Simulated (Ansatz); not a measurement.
Stepwise reaction of `[OH][Al]([Br])[Br]` with water, as a gas-phase model of exchange steps in deposition or etching. ΔE in kJ/mol; ΔG adds harmonic PBE0-D4 terms to CCSD(T)/CBS, at 1 bar.

Gas-phase electronic energies from Ansatz, PBE0-D4/def2-TZVP geometries. CBS: MP2 limit from def2 TZ/QZ plus the TZ coupled-cluster correction, frozen cores. This one scheme is used for every species. DFT in def2-TZVPP. B3LYP here is the variant with VWN-RPA as its local correlation; programs differ in this. For Br outer-core shells are correlated without core-valence functions, which leaves a few kJ/mol of doubt a bond. Scalar relativity is left out up to krypton. Each species was taken in one conformer, which may not be the lowest.

```json
{"step": "1", "reaction": "`[OH][Al]([Br])[Br]` + H₂O → `[OH][Al]([OH])[Br]` + HBr", "PBE-D4": "24.6", "B3LYP-D4": "19.0", "ωB97M-V": "21.9", "CCSD(T)/CBS": "27.2", "ΔG(500 K)": "24.5"}
```

**Question.** Give the row of step 2, `[OH][Al]([OH])[Br]` + H₂O → `[OH][Al]([OH])[OH]` + HBr. (Best estimate.)

**Answer.** Ansatz gave: 
```json
{"step": "2", "reaction": "`[OH][Al]([OH])[Br]` + H₂O → `[OH][Al]([OH])[OH]` + HBr", "PBE-D4": "28.8", "B3LYP-D4": "21.9", "ωB97M-V": "25.5", "CCSD(T)/CBS": "28.5", "ΔG(500 K)": "25.3"}
```

**Question.** By hand: ΔE of the 2 steps together at CCSD(T)/CBS.

**Answer.** (27.2) + (28.5) = 55.7 kJ/mol, or 27.9 kJ/mol a step.

In ΔE the steps differ by no more than 1.3 kJ/mol. All are uphill at CCSD(T)/CBS. ΔG lies between 24.5 and 25.3 kJ/mol a step. PBE-D4 differs from CCSD(T)/CBS by -2.6 to 0.3 kJ/mol a step. Isolated molecules leave out the surface, adducts and barriers. Largest T1 diagnostic: 0.012.
